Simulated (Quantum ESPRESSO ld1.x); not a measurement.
The numbers below are computed, except where a source is named.
Problem. Br4+, 31 electrons, occupied as [Ar] 3d10 4s1.5 4p1 5p0.5 (fractional occupations, a model configuration). Level of theory: Dirac Kohn-Sham, relativistic LDA (MacDonald-Vosko exchange, VWN5 correlation), spin-unpolarised, spherical densities, point nucleus; open shells are shared between the two j in proportion to 2j + 1 (ld1.x of Quantum ESPRESSO 7.5). Some entries of the table are withheld. Estimate them.

| orbital | occ. | eigenvalue (hartree) | <1/r> (bohr^-1) | <r> (bohr) |
|---|---|---|---|---|
| 1s1/2 | 2 | -488.988 | 35.54 | 0.04289 |
| 2s1/2 | 2 | -65.5865 | 7.933 | 0.1898 |
| 2p1/2 | 2 | (1) | (2) | 0.1630 |
| 2p3/2 | 4 | (3) | (4) | 0.1669 |
| 3s1/2 | 2 | -10.8454 | 2.603 | 0.5523 |
| 3p1/2 | 2 | (5) | 2.490 | (6) |
| 3p3/2 | 4 | (7) | 2.428 | (8) |
| 3d3/2 | 4 | -4.63150 | 2.176 | (9) |
| 3d5/2 | 6 | -4.59108 | 2.160 | (10) |
| 4s1/2 | 1.5 | -2.59996 | 0.9022 | 1.487 |
| 4p1/2 | 0.333333 | (11) | 0.8061 | 1.646 |
| 4p3/2 | 0.666667 | (12) | 0.7931 | 1.669 |
| 4d3/2 | 0 | -1.24786 | 0.6018 | 2.173 |
| 4d5/2 | 0 | -1.24413 | 0.5998 | 2.180 |
| 5s1/2 | 0 | -1.08210 | 0.4216 | 3.174 |
| 5p1/2 | 0.166667 | -0.91120 | 0.3806 | 3.528 |
| 5p3/2 | 0.333333 | -0.90219 | 0.3766 | 3.561 |

Solution. 
(1) 2p1/2 eigenvalue (hartree): -59.3911
(2) 2p1/2 <1/r> (bohr^-1): 7.910
(3) 2p3/2 eigenvalue (hartree): -57.6573
(4) 2p3/2 <1/r> (bohr^-1): 7.651
(5) 3p1/2 eigenvalue (hartree): -8.67720
(6) 3p1/2 <r> (bohr): 0.5567
(7) 3p3/2 eigenvalue (hartree): -8.42585
(8) 3p3/2 <r> (bohr): 0.5672
(9) 3d3/2 <r> (bohr): 0.5821
(10) 3d5/2 <r> (bohr): 0.5860
(11) 4p1/2 eigenvalue (hartree): -2.06050
(12) 4p3/2 eigenvalue (hartree): -2.02842
